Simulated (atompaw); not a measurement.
**Before and after: PAW (atompaw) potential for molybdenum (Mo)**

- Element: Mo
- Generator: atompaw 4.2.0.5
- Type: PAW
- Functional: PBE
- Relativity: scalar-relativistic
- Frozen core: [Ar] 3d10 4s2
- Valence charge: 12
- Reference configuration: 4p6 4d4.5 5s0 5p0 (charge +1.5)
- Partial waves: 5s (bound, empty): rc 2.85 bohr; 5s channel at -0.4 Ry: rc 2.85 bohr; 4p (bound): rc 2.05 bohr; 5p (bound, empty): rc 2.85 bohr; 4d (bound): rc 2.85 bohr; 4d channel at 0.75 Ry: rc 2.85 bohr
- Local potential: troulliermartins scheme with l = 3 at -0.5 Ry, radius 2.40 bohr
- Core correction: smooth core density matched at 2.65 bohr
- Augmentation charge: besselshape compensation charge, radius 2.65 bohr; PAW radius 2.85 bohr; waves and projectors: custom rrkj gramschmidtortho

All-electron outer shells of the reference configuration (PBE, scalar-relativistic, ld1.x):

| shell | level (eV) | outermost node (bohr) | outermost maximum (bohr) |
| --- | --- | --- | --- |
| 4s | -76.66 | 0.51 | 0.99 |
| 4p | -50.76 | 0.52 | 1.08 |
| 4d | -15.38 | 0.53 | 1.37 |
| 5s | -13.61 | 1.33 | 2.72 |
| 5p | -9.13 | 1.51 | 3.32 |

Change: all radii scaled by about 1.04 (s 2.96, p 2.12, d 2.96 bohr); local potential troulliermartins scheme with l = 3 at -0.5 Ry, radius 2.50 bohr; augmentation besselshape compensation charge, radius 2.76 bohr; PAW radius 2.96 bohr; waves and projectors: custom rrkj gramschmidtortho; core correction smooth core density matched at 2.76 bohr.

Cutoffs: the cutoffs (Ry, on a coarse ladder) from which the occupation-weighted sum of valence levels, in a spherical-Bessel basis at the reference potential, stays within 10 and 1 mRy of its value at 400 Ry; they do not see the model core or the augmentation charge, which bear on the density cutoff.

Problem. What does the change do?

Solution. The potential gets softer (21 Ry and 35 Ry → 18 Ry and 30 Ry); both files keep a bound ghost (s). A larger radius leaves more room for a smooth pseudo-wave, so fewer plane waves are needed.

```csv
quantity,base,changed
"cutoff, loose",21 Ry,18 Ry
"cutoff, tight",35 Ry,30 Ry
loose cutoff by channel (10 mRy a level),"p 18 Ry, d 10 Ry","p 15 Ry, d 10 Ry"
bound ghosts,s,s
lowest overlap eigenvalue by channel,"s 0.30, p 0.47, d 0.79","s 0.28, p 0.44, d 0.79"
```

 A true bound ghost makes a file unfit for plane-wave use even where its test errors are small: the radial tests pick states by their node count and pass the ghost by. The cutoffs see the waves, projectors and local potential, not the compensation charge or the core.
